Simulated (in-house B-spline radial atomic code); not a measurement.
Successive ionisation energies of arsenic; each step leads to the configuration of the next row (after the last: [Ne] 3s2 3p1/2(2) 3p3/2(2)). Dirac energy differences include first-order Breit, QED and recoil terms. NIST's values go from ground level to ground level; the uncertainty of those that are theory runs from under 0.1 % in few-electron ions to several per cent in heavy many-electron ones. Computed with an all-electron radial atomic-structure program (B-spline basis): Dirac-Hartree-Fock, jj configuration that fills j = l - 1/2 first, finite nuclei.

A number in brackets counts the electrons of a j subshell.

| ion | configuration | ionisation energy (eV) | tabulated value (eV) | tabulated kind | computed minus tabulated (eV) | highest orbital | largest mean radius (bohr) |
| --- | --- | --- | --- | --- | --- | --- | --- |
| As | [Ar] 3d10 4s2 4p1/2(2) 4p3/2(1) | 8.4 | 9.78855 | measured | -1.3 | 4p1/2 | 2.5633 |
| As+ | [Ar] 3d10 4s2 4p1/2(2) | 17.0 | 18.5892 | measured | -1.6 | 4p1/2 | 2.3228 |
| As2+ | [Ar] 3d10 4s2 4p1/2(1) | 27.6 | 28.349 | measured | -0.7 | 4p1/2 | 2.1528 |
| As3+ | [Ar] 3d10 4s2 | 47.8 | 50.15 | measured | -2.3 | 4s1/2 | 1.7841 |
| As4+ | [Ar] 3d10 4s1 | 61.7 | 62.77 | measured | -1.1 | 4s1/2 | 1.7111 |
| As5+ | [Ar] 3d10 | 119.0 | 121.19 | measured | -2.2 | 3d5/2 | 0.65803 |
| As6+ | [Ar] 3d3/2(4) 3d5/2(5) | 149.4 | 147 | tabulated theory | 2.4 | 3d5/2 | 0.63283 |
| As7+ | [Ar] 3d3/2(4) 3d5/2(4) | 181.6 | 180 | tabulated theory | 1.6 | 3d5/2 | 0.61045 |
| As8+ | [Ar] 3d3/2(4) 3d5/2(3) | 215.8 | 213 | tabulated theory | 2.8 | 3d5/2 | 0.59131 |
| As9+ | [Ar] 3d3/2(4) 3d5/2(2) | 251.8 | 247 | tabulated theory | 4.8 | 3d5/2 | 0.58254 |
| As10+ | [Ar] 3d3/2(4) 3d5/2(1) | 289.5 | 296 | tabulated theory | -6.5 | 3d5/2 | 0.57379 |
| As11+ | [Ar] 3d3/2(4) | 331.8 | 333 | tabulated theory | -1.2 | 3d3/2 | 0.56512 |
| As12+ | [Ar] 3d3/2(3) | 373.0 | 375 | tabulated theory | -2.0 | 3d3/2 | 0.55602 |
| As13+ | [Ar] 3d3/2(2) | 415.8 | 418 | tabulated theory | -2.2 | 3d3/2 | 0.54707 |
| As14+ | [Ar] 3d3/2(1) | 460.3 | 460 | tabulated theory | 0.3 | 3d3/2 | 0.5383 |
| As15+ | [Ne] 3s2 3p6 | 586.6 | 587.6 | semi-empirical | -1.0 | 3p3/2 | 0.53064 |
| As16+ | [Ne] 3s2 3p1/2(2) 3p3/2(3) | 629.8 | 628.8 | semi-empirical | 1.0 | 3p3/2 | 0.52524 |

Problem. Where is the largest jump?

Solution. From As to As+, by a factor of 2.02 (8.4432 to 17.024 eV); the highest orbital goes from 4p1/2 to 4p1/2.

Problem. How far is this level of theory from the measured and semi-empirical values?

Solution. Over those 8 rows the differences run from -2.31 to +0.953 eV (mean absolute value 1.4 eV). The calculation leaves out correlation and, in open shells, the multiplet splittings that an average leaves out.
